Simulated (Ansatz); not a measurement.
Two isomers of CH6OSi2: A = `C1[SiH2]O[SiH2]1`, B = `[SiH3]C1O[SiH2]1`.

Calculated with Ansatz (gas phase, PBE0-D4/def2-TZVP geometries, no zero-point term in ΔE). CCSD(T)/CBS adds triple-zeta CCSD(T) − MP2 to the extrapolated MP2 energy (def2 sets, frozen cores). Functionals use def2-TZVPP. B3LYP here is the variant with VWN-RPA as its local correlation; programs differ in this.

A:

Z-matrix (Å, degrees):
```
Si
O 1 1.676
Si 1 2.482 2 42.2
C 1 1.887 2 91.1 3 -0.0
H 1 1.485 2 111.8 3 118.5
H 1 1.485 2 111.8 3 -118.5
H 3 1.485 1 125.0 2 84.5
H 3 1.485 1 125.0 2 -84.5
H 4 1.090 1 115.8 2 114.9
H 4 1.090 1 115.8 2 -114.9
```

B:

Z-matrix (Å, degrees):
```
Si
C 1 1.866
H 1 1.488 2 108.6
H 1 1.487 2 111.6 3 120.2
H 1 1.486 2 109.2 3 -119.4
O 2 1.495 1 114.1 3 173.0
Si 2 1.810 1 123.3 3 105.0
H 2 1.092 1 116.7 3 -54.6
H 7 1.478 2 121.5 1 -159.4
H 7 1.478 2 121.8 1 -0.7
```

Question: Which isomer does CCSD(T)/CBS put lower? Give the gap. (Estimate.)

Answer: Ansatz gave: A, by 294.9 kJ/mol.

Question: Give E(B) − E(A) in kJ/mol with B2PLYP, B3LYP, PBE-D4, CCSD/def2-TZVPP, LDA (SPW92), BLYP-D4, CCSD(T)/def2-SVP. (Estimate.)

Answer: Computed: B2PLYP 289.0, B3LYP 280.6, PBE-D4 269.8, CCSD/def2-TZVPP 295.8, LDA (SPW92) 280.7, BLYP-D4 266.4, CCSD(T)/def2-SVP 270.9. None reverses the order clearly.

Question: Does the order hold for the free energy at 298.15 K (harmonic terms from PBE0-D4)? (Estimate.)

Answer: The calculation gave: Yes: G(B) − G(A) = +280.3 kJ/mol.

Largest T1 diagnostic: 0.014.

From r2SCAN to r2SCAN0 (25 % exact exchange), in def2-TZVPP and without D4, E(B) − E(A) moves by +12.0 kJ/mol. At CCSD(T), def2-SVP lies −24.0 kJ/mol from the extrapolated value and def2-TZVPP −3.8 kJ/mol.
